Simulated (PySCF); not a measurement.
**`CC=C=C(F)Br`, C4H4BrF**

Geometry:
```
atom   x (Å)   y (Å)   z (Å)
  C1  -1.590  -0.443  -0.086
  C2  -0.523   0.576   0.142
  C3   0.756   0.330   0.155
  C4   2.027   0.090   0.125
  F5   2.747  -0.248   1.193
 Br6   3.074   0.181  -1.433
  H7  -1.169  -1.434  -0.247
  H8  -2.194  -0.168  -0.956
  H9  -2.267  -0.482   0.772
 H10  -0.851   1.601   0.314
```

Theory: quadratic response CAM-B3LYP/def2-TZVPD first hyperpolarisability, Taylor convention, gas phase in PySCF 2.14.0. Geometry: PBE0-D3(BJ)/def2-TZVP.

The calculation is non-relativistic, which matters for the atoms heavier than Zn.

Give the tensor of the second harmonic β(−2ω;ω,ω) at 1907 nm in the axes of these coordinates.

In au, Taylor convention; rows are the first index (the induced dipole):
|  | xx | yy | zz | xy | xz | yz |
| --- | --- | --- | --- | --- | --- | --- |
| x | -8.0 | -8.6 | +21.9 | -33.8 | +12.4 | -1.1 |
| y | -33.3 | -4.0 | -7.2 | -8.6 | -1.1 | +31.4 |
| z | +11.9 | +31.4 | +59.0 | -1.0 | +22.0 | -7.3 |

Norm of βᵢ = ⅓ Σⱼ (βᵢⱼⱼ + βⱼᵢⱼ + βⱼⱼᵢ): 112.1 au, hyper-Rayleigh value 46.0 au.
